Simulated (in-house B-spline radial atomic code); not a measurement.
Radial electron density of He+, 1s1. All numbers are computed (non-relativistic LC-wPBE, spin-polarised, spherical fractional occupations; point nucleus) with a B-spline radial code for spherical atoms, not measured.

Columns: r (bohr), 4πr²n(r) (electrons per bohr), bar.

```
  0.0291  0.02446 #
  0.0328  0.03062 #
   0.037   0.0383 ##
  0.0416  0.04752 ##
  0.0469  0.05912 ##
  0.0528  0.07315 ###
  0.0594  0.09013 ####
  0.0669   0.1109 #####
  0.0754   0.1361 ######
  0.0849    0.166 #######
  0.0956   0.2015 ########
   0.108   0.2445 ##########
   0.121   0.2911 ############
   0.137   0.3496 ##############
   0.154   0.4122 #################
   0.173   0.4814 ####################
   0.195   0.5592 #######################
    0.22   0.6429 ###########################
   0.247    0.726 ##############################
   0.279   0.8132 ##################################
   0.314   0.8934 #####################################
   0.353   0.9637 ########################################
   0.398    1.021 ##########################################
   0.448    1.056 ############################################
   0.505    1.066 ############################################
   0.568    1.047 ###########################################
    0.64   0.9956 #########################################
   0.721   0.9142 ######################################
   0.812   0.8074 #################################
   0.914   0.6828 ############################
    1.03   0.5482 #######################
    1.16   0.4169 #################
    1.31   0.2961 ############
    1.47   0.2008 ########
    1.66   0.1236 #####
    1.87  0.07049 ###
     2.1  0.03722 ##
    2.37  0.01716 #
    2.66 0.007293
```

On this grid the curve has 1 maximum, near 0.505 bohr.

The 1s up radial function P(r) = rR(r), positive near the nucleus:

| r (bohr) | P |
| --- | --- |
| 0.01 | 0.05587 |
| 0.0127 | 0.07057 |
| 0.0161 | 0.08885 |
| 0.0204 | 0.1116 |
| 0.0259 | 0.1401 |
| 0.0328 | 0.175 |
| 0.0416 | 0.218 |
| 0.0528 | 0.2705 |
| 0.0669 | 0.333 |
| 0.0849 | 0.4074 |
| 0.108 | 0.4945 |
| 0.137 | 0.5913 |
| 0.173 | 0.6938 |
| 0.22 | 0.8018 |
| 0.279 | 0.9018 |
| 0.353 | 0.9817 |
| 0.448 | 1.028 |
| 0.568 | 1.023 |
| 0.721 | 0.9562 |
| 0.914 | 0.8263 |
| 1.16 | 0.6457 |
| 1.47 | 0.4481 |
| 1.87 | 0.2655 |
| 2.37 | 0.131 |
